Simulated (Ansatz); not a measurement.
Isomers of C3H5AlF2, relaxed with PBE0-D4/def2-TZVP in Ansatz; electronic energies, one conformer each and not always the lowest. Functionals use def2-TZVPP; CBS adds triple-zeta CCSD(T) − MP2 to the MP2 limit of def2-TZVPP and def2-QZVPP.

**Question.** Order them by energy at frozen-core CCSD(T)/CBS, lowest first. (Estimate.)
A. `[F][Al]([F])[CH]1CC1`
B. `F[CH2][Al]1[CH2][CH]1F`
C. `C[CH]1[AlH][C]1(F)F`
D. `[CH3][Al]1[CH2][C]1(F)F`

**Answer.** A (0.0 kJ/mol), D (537.8 kJ/mol), C (590.7 kJ/mol), B (618.8 kJ/mol).

**Question.** How do HF/CBS(def2), B3LYP, PBE-D4, B3LYP-D4 place them (kJ/mol, against `[F][Al]([F])[CH]1CC1`)? (Best estimate.)

**Answer.** Computed: 
| isomer | HF/CBS(def2) | B3LYP | PBE-D4 | B3LYP-D4 |
| --- | --- | --- | --- | --- |
| `[CH3][Al]1[CH2][C]1(F)F` | 557.7 | 512.7 | 485.4 | 515.7 |
| `C[CH]1[AlH][C]1(F)F` | 610.1 | 570.0 | 538.1 | 568.9 |
| `F[CH2][Al]1[CH2][CH]1F` | 636.7 | 589.2 | 564.5 | 593.3 |

B3LYP here is the variant with VWN-RPA as its local correlation; programs differ in this.
